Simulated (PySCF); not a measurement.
## A series of related molecules

Computed with PySCF 2.14.0, GIAO KT3/pcSseg-1 magnetisability, rotational g tensor and spin-rotation constants, non-relativistic, gas phase. Geometry: GFN2-xTB.

Each molecule in one low-energy conformer.

The calculation is non-relativistic, which matters for the atoms heavier than Zn.

**Question.** How does the isotropic susceptibility change along this series?
- [CH3][GeH2][CH2]/C(C)=C\Cl (H on Ge replaced by CH3)
- C#[C][GeH2][CH2]/C(C)=C\Cl (H on Ge replaced by ethynyl)
- C/C(=C\Cl)[CH2][GeH2][Cl] (H on Ge replaced by Cl)

**Answer.** 
```
                  molecule  χ, cgs (10⁻⁶ cm³/mol)  magnetisability anisotropy (10⁻³⁰ J/T²)
[CH3][GeH2][CH2]/C(C)=C\Cl                  -99.6                                      149
C#[C][GeH2][CH2]/C(C)=C\Cl                 -100.4                                      136
 C/C(=C\Cl)[CH2][GeH2][Cl]                 -103.8                                      129
```
The isotropic susceptibility is lowest for C/C(=C\Cl)[CH2][GeH2][Cl] and highest for [CH3][GeH2][CH2]/C(C)=C\Cl.
